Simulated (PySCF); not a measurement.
**Computed structure and properties of [DyO(OH)]−**

System: [DyO(OH)]− (singlet in the valence; each metal's 4f electrons, 10 of them, lie in its core potential, out of spins and levels); start: template (C1). Method: PySCF 2.14.0, RKS PBE0, Dy lcecp-0-SVP with ECP56, O def2-SVP, H def2-SVP; non-relativistic Hamiltonian with scalar-relativistic core potentials where named; density fitting; no spin-orbit coupling.

Input of the relaxation:

```python
mol = gto.M(atom='''
Dy     0.04269    -0.00046    -0.14525
O      1.80389    -0.00046     0.64295
O     -2.05171    -0.00046     0.79205
H     -3.01131     0.09014     0.85115''',
    basis={'Dy': 'lcecp-0-SVP', 'O': 'def2-SVP', 'H': 'def2-SVP'},
    ecp={'Dy': 'lcecp-0-SVP'},
    charge=-1, spin=0)
mf = dft.RKS(mol, xc='PBE0')
mf.grids.atom_grid = (50, 194)  # f atoms: unpruned, at least (60, 302)
mf = mf.density_fit()  # fitting sets: Dy AutoAux, O def2-universal-JKFIT, H def2-universal-JKFIT
mf.conv_tol = 1e-08; mf.max_cycle = 55
mf.kernel(dm0)  # dm0: converged density of the start geometry
# quasi-Newton relaxation in Cartesian coordinates to a largest gradient under 0.00045 Eh/bohr, steps kept in the point group
```

Run from Python with OMP_NUM_THREADS=2; the lines above give its settings. Where DIIS fails, smearing, a level shift and second-order steps follow.
It took 34 s on 2 threads of Intel(R) Xeon(R) Platinum 8375C CPU @ 2.90GHz (Ice Lake), on a shared host, from the converged density of the start.

Course of the relaxation:

```
step  energy above end (eV)  largest force component within the symmetry (eV/Å)
   0                 0.2510                                               2.343
   1                 0.1181                                               0.873
   2                 0.0910                                               0.244
   3                 0.0838                                               0.275
   4                 0.0727                                               0.431
   5                 0.0611                                               0.632
   6                 0.0399                                               1.131
   7                 0.0369                                               0.313
  15                 0.0010                                               0.067
  16                 0.0003                                               0.082
  17                 0.0002                                               0.058
  18                 0.0001                                               0.041
  19                 0.0000                                               0.026
  20                 0.0000                                               0.012
```
(The steps between are left out.)

Relaxed geometry (Cs):

```xyz
4

Dy   -0.0151   -0.0452   -0.3345
O     1.6339    0.0272    0.8627
O    -2.1425    0.0246    0.4132
H    -2.6928    0.0822    1.1995
```

```tsv
contact	Å
Dy1–O2 (O)	2.039
Dy1–O3 (OH)	2.256
```

On the finer grid (75, 302):

| Quantity | Value |
| --- | --- |
| HOMO | not given (4f levels lie in the core) |
| LUMO | not given (4f levels lie in the core) |
| Dipole about the centre of mass | 7.13 D |
| Set of Mulliken populations of Dy1 outside the core potential | s 2.20, p 6.35, d 1.24, f 0.04 |
| D3(BJ) dispersion energy (not in the energies) | -0.041 eV |

```tsv
atom	Mulliken (e)	Löwdin (e)	spin (e)
Dy1	0.18	0.06	0.00
O2	-0.67	-0.63	0.00
O3	-0.62	-0.45	0.00
H4	0.12	0.02	0.00
```

The 4f levels lie in the core potential and are missing. The gap is small, and the closed shell wasn't tested for a lower spin-broken solution. The highest filled level lies above zero, as often for anions with such functionals and bases; it isn't the detachment energy.

A rough frequency check found all modes real, so this is a minimum.

Rigid scan of O along the line from its metal:

distance to O2 (Å), energy (eV) and a bar:
```
     1.74      1.209 ##############################
     1.84      0.463 ###########
     1.94      0.100 ##
     2.04      0.000 
     2.14      0.075 ##
     2.24      0.263 #######
     2.34      0.518 #############
     2.49      0.962 ########################
```

Taking off one OH (charge -1, singlet; the rest: singlet) in vacuum, both parts rigid, costs 4.55 eV; the small basis without counterpoise inflates it.

Rigid scan of OH along the line from its metal:

(distance to O3 (Å), energy (eV)): (1.96, 0.703), (2.06, 0.267), (2.16, 0.057), (2.26, 0.000), (2.36, 0.044), (2.46, 0.152), (2.66, 0.469), (2.96, 1.010), (3.36, 1.659), (3.86, 2.271)

One start shape was tried, so this needn't be the lowest isomer.

An lcecp potential fixes the number of 4f electrons, so in runs with it no electron can move into or out of that shell; real Dy(II) is rare or takes another configuration.
